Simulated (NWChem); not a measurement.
System meant: GeNH4Br; SMILES [NH2][GeH2][Br]

NWChem input:

```
start job
memory heap 200 mb stack 900 mb global 1100 mb
geometry units angstroms noautoz
  Ge     0.382270     0.912613     0.049590
  N     -1.097345     1.959776     0.165238
  Br    -0.094533    -1.343326    -0.339983
  H      1.213175     1.379670    -1.149578
  H      1.115924     0.962995     1.393282
  H     -1.713398     1.756433     0.948053
  H     -1.652768     2.022818    -0.684003
end
basis spherical
  Ge library def2-svp
  N library def2-svp
  Br library def2-svp
  H library def2-svp
end
dft
  odft
  mult 2
  xc xpbe96 cpbe96
  iterations 150
  mulliken
end
task dft energy
```

End of the output:

```
 Summary of "ao basis" -> "" (spherical)
 ------------------------------------------------------------------------------
       Tag                 Description            Shells   Functions and Types
 ---------------- ------------------------------  ------  ---------------------
 Ge                         def2-svp                12       32   5s4p3d
 N                          def2-svp                 6       14   3s2p1d
 Br                         def2-svp                12       32   5s4p3d
 H                          def2-svp                 3        5   2s1p

  pbe96 is a nonlocal functional; adding pw91lda local functional.

                                 NWChem DFT Module
                                 -----------------

 Summary of "ao basis" -> "ao basis" (spherical)
 ------------------------------------------------------------------------------
       Tag                 Description            Shells   Functions and Types
 ---------------- ------------------------------  ------  ---------------------
 Ge                         def2-svp                12       32   5s4p3d
 N                          def2-svp                 6       14   3s2p1d
 Br                         def2-svp                12       32   5s4p3d
 H                          def2-svp                 3        5   2s1p

      Symmetry analysis of basis
      --------------------------

        a'         64
        a"         34

  number of electrons :                   78
  multiplicity        :                    2
 ------------------------------------------------------------------------
  no. of electrons and multiplicity not compatible                  78
 ------------------------------------------------------------------------
 ------------------------------------------------------------------------
  current input line :
    25: task dft energy
 ------------------------------------------------------------------------
 ------------------------------------------------------------------------
 There is an error in the input file
 ------------------------------------------------------------------------
 For more information see the NWChem manual at https://nwchemgit.github.io

0: no. of electrons and multiplicity not compatible:Received an Error in Communication
```

Find the fault in this run and fix the input.

The input was rejected before any calculation. Cause: the multiplicity doesn't fit the number of electrons (an even count wants an odd multiplicity, and the reverse). This input runs:
```
start job
memory heap 200 mb stack 900 mb global 1100 mb
geometry units angstroms noautoz
  Ge     0.382270     0.912613     0.049590
  N     -1.097345     1.959776     0.165238
  Br    -0.094533    -1.343326    -0.339983
  H      1.213175     1.379670    -1.149578
  H      1.115924     0.962995     1.393282
  H     -1.713398     1.756433     0.948053
  H     -1.652768     2.022818    -0.684003
end
basis spherical
  Ge library def2-svp
  N library def2-svp
  Br library def2-svp
  H library def2-svp
end
dft
  xc xpbe96 cpbe96
  iterations 150
  mulliken
end
task dft energy
```
It converges to -4706.97498 Ha (PBE/def2-SVP).
